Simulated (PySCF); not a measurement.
GaCl4, SMILES [Cl][Ga-]([Cl])([Cl])[Cl], charge -1.

Coordinates come from a B3LYP-D3(BJ)/def2-SVPD optimisation. The isomer is the one that the SMILES or the coordinates give; other isomers of the formula were not compared.

Level of theory: PBE/def2-SVPD (PySCF).

Computed frontier levels, gap, dipole moment and polarisability:
highest occupied level: -3.27 eV
lowest empty level: 1.82 eV
orbital gap: 5.09 eV
dipole moment about the centre of nuclear charge: 0.00 D
mean static polarisability: 100.9 bohr³ (14.95 Å³)
polarisability, principal values: 100.9, 100.9, 100.9 bohr³
